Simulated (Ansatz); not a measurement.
```yaml
crystal:
  periodic: [false, false, false]
  atoms:
    - {symbol: C, position_ang: [-0.436611, 1.225078, -0.202312]}
    - {symbol: N, position_ang: [-0.346264, -0.201974, -0.376544]}
    - {symbol: C, position_ang: [0.524180, -0.455600, 0.855379]}
    - {symbol: Si, position_ang: [-0.608787, -1.151387, -1.636777]}
    - {symbol: H, position_ang: [-1.012388, 1.626643, -1.562055]}
    - {symbol: H, position_ang: [0.395961, 1.904265, -0.177460]}
    - {symbol: H, position_ang: [-1.011011, 1.546539, 0.497128]}
    - {symbol: H, position_ang: [1.517601, -0.153355, 1.157262]}
    - {symbol: H, position_ang: [0.648196, -1.645951, 0.845293]}
    - {symbol: H, position_ang: [-0.084593, -0.432213, 1.548328]}
    - {symbol: H, position_ang: [-0.011484, -2.528171, -1.047597]}
basis:
  gaussian: {orbitals: 6-31G, final_grid: {core_spheres: 20, valence_spheres: 16, degree: 47}}
magnetization: {spin_polarized: true, initial_magnetization: 2}
hamiltonian: {xc: {name: HSE06}, dispersion: d3bjatm}
relax: {f_tol: 0.0001, max_steps: 2}
output: {forces: true}
```

```sh
$ ansatz run in.yaml --threads 4 --pin off --events-out ev --progress --plain --max-ram 10444MiB
```

Q: How does Ansatz answer? (An estimate is asked.)

A: Computed: The run did not converge.
```
Functional definition: HSE06
810 factors; integrals over basis functions are off by at most 2.0e-4 eV
123 factors; integrals over basis functions are off by at most 1.9e-7 eV
mean field evaluation 1: about -11531.2655 eV, gradient 3.6e1 eV
mean field evaluation 2: about -11508.6791 eV, gradient 6.9e1 eV
mean field evaluation 4: about -11537.5911 eV, gradient 5.6e0 eV
mean field evaluation 8: about -11537.7415 eV, gradient 9.7e-2 eV
mean field evaluation 16: about -11537.7416 eV, gradient 8.6e-5 eV
mean field -11537.74157958 eV, -424.0041824873 hartree, gradient 8.7e-5 eV, S^2 2.001839; 0 other end points of the search recorded, 0 dependent functions left out
reference -11537.74161318 eV, -424.0041837221 hartree; 21, 19 occupied and 33, 35 virtual orbitals, 810 factors
relax step   1: F+E_penalty+E_count = -11537.90554036 eV  Δ(F+E_penalty+E_count) = +0.000e0 eV  max|allowed force component| = 1.034e1 eV/Å  Δτ_max = 0.0000 Å  (30 SCF iters, accepted)
810 factors; integrals over basis functions are off by at most 1.8e-4 eV
123 factors; integrals over basis functions are off by at most 1.9e-7 eV
mean field -11541.81667598 eV, -424.1539395180 hartree, gradient 4.0e-5 eV, S^2 2.001802; 0 other end points of the search recorded, 0 dependent functions left out
reference -11541.81670949 eV, -424.1539407494 hartree; 21, 19 occupied and 33, 35 virtual orbitals, 810 factors
relax step   2: F+E_penalty+E_count = -11541.96925056 eV  Δ(F+E_penalty+E_count) = -4.064e0 eV  max|allowed force component| = 3.823e0 eV/Å  Δτ_max = 0.1947 Å  (31 SCF iters, accepted)
Error: geometry relaxation did not converge after 2 steps: max|allowed force component| = 3.82e0 eV/Å (threshold 1.0e-4). Raise `relax.max_steps` over both its present limit and 2, loosen `relax.f_tol`, or start from a geometry closer to equilibrium. Where this run's directory can be resumed (`checkpoint.write`), a resume goes on for up to `relax.max_steps` more
```

HSE06 is defined as in plane-wave codes.
